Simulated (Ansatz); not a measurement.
Molecule: diindium oxide, In$_{2}$O, charge 0, multiplicity 1. 
Coordinates optimised at B3LYP-D3(BJ)/def2-TZVP (Ansatz, a program for electronic structure):
SMILES: [O]([In])[In]
```xyz
3

In     0.0000     0.0000    -2.0164
O      0.0000     0.0000     0.0000
In     0.0000     0.0000     2.0164
```
Charge 0, spin multiplicity 1.

Basis-set convergence of Hartree-Fock and CCSD(T) correlation energies (hartree) with Ansatz. Cores are frozen in the correlated levels unless marked. No spin-orbit coupling. Frozen are the shells of the preceding noble gas and the d and f shells that filled before the atom's block. Past Kr the def2 sets carry scalar-relativistic core potentials.

| basis | functions | E(HF) | E(corr, CCSD(T)) | rough core time |
|---|---|---|---|---|
| def2-SVPD | 87 | -453.30166 | -0.31723 | under 20 s |
| def2-TZVPPD | 152 | -453.40010 | -0.37028 | under 20 s |
| def2-QZVPPD | 242 | -453.40542 | -0.39113 | 40 s |

Extrapolating the two largest sets (X = 3 and 4) as X^-3: E(corr) = (64·(-0.39113) - 27·(-0.37028))/37 = -0.4063 Eh, an estimate of the basis-set limit. The largest set recovers 96.3 % of it, the smallest 78.1 %.
